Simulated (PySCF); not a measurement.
Compound: bromobenzene, C₆H₅Br.
SMILES: `Brc1ccccc1`

All values: CAM-B3LYP/def2-SVPD (PySCF, non-relativistic), on one gas-phase PBE0-D3(BJ)/def2-SVP geometry that isn't relaxed in the solvent. The solvent is an IEF-PCM continuum (cavity from Bondi-type radii × 1.2), and excitations are vertical TDDFT with non-equilibrium linear response and a frozen core. Specific hydrogen bonds and non-electrostatic terms are outside this model. Spin–orbit coupling is left out although an atom past zinc is present.

Gas-phase singlets (H = HOMO, L = LUMO):

| state | E (eV) | λ (nm) | f | leading configuration |
| --- | --- | --- | --- | --- |
| S1 | 5.301 | 234 | 0.001 | H→L+1 63% |
| S2 | 5.761 | 215 | 0.000 | H→L+2 83% |
| S3 | 5.877 | 211 | 0.118 | H→L 80% |
| S4 | 6.688 | 185 | 0.068 | H-2→L+2 61% |
| S5 | 6.769 | 183 | 0.231 | H-1→L 43% |

Problem. What are the lowest 5 singlets in chloroform (ε = 4.711)?

Solution. 
```csv
state,E (eV),λ (nm),f,leading configuration,change by rank (eV)
S1,5.324,233,0.001,H→L+1 61%,+0.023
S2,5.777,215,0.000,H→L+2 83%,+0.016
S3,5.858,212,0.172,H→L 82%,-0.019
S4,6.615,187,0.413,H-1→L 56%,-0.073
S5,6.667,186,0.783,H-1→L+1 80%,-0.102
```

Problem. How does the list change in dimethylsulfoxide (ε = 46.83)?

Solution. 
```csv
state,E (eV),λ (nm),f,leading configuration,change by rank (eV)
S1,5.336,232,0.001,H→L+1 60%,+0.035
S2,5.791,214,0.000,H→L+2 83%,+0.030
S3,5.870,211,0.171,H→L 82%,-0.007
S4,6.619,187,0.431,H-1→L 56%,-0.069
S5,6.667,186,0.801,H-1→L+1 79%,-0.102
```

Problem. How do the frontier levels move from gas to dimethylsulfoxide?

Solution. 
```json
{"orbital": "LUMO+2", "gas (eV)": "0.84", "solvent (eV)": "0.85", "change (eV)": "+0.01"}
{"orbital": "LUMO+1", "gas (eV)": "0.42", "solvent (eV)": "0.52", "change (eV)": "+0.10"}
{"orbital": "LUMO", "gas (eV)": "0.39", "solvent (eV)": "0.46", "change (eV)": "+0.07"}
{"orbital": "HOMO", "gas (eV)": "-8.31", "solvent (eV)": "-8.32", "change (eV)": "-0.01"}
{"orbital": "HOMO-1", "gas (eV)": "-8.94", "solvent (eV)": "-8.85", "change (eV)": "+0.09"}
{"orbital": "HOMO-2", "gas (eV)": "-9.69", "solvent (eV)": "-9.81", "change (eV)": "-0.12"}
{"orbital": "HOMO-3", "gas (eV)": "-10.49", "solvent (eV)": "-10.55", "change (eV)": "-0.06"}
```

The HOMO–LUMO gap goes from 8.70 to 8.78 eV.
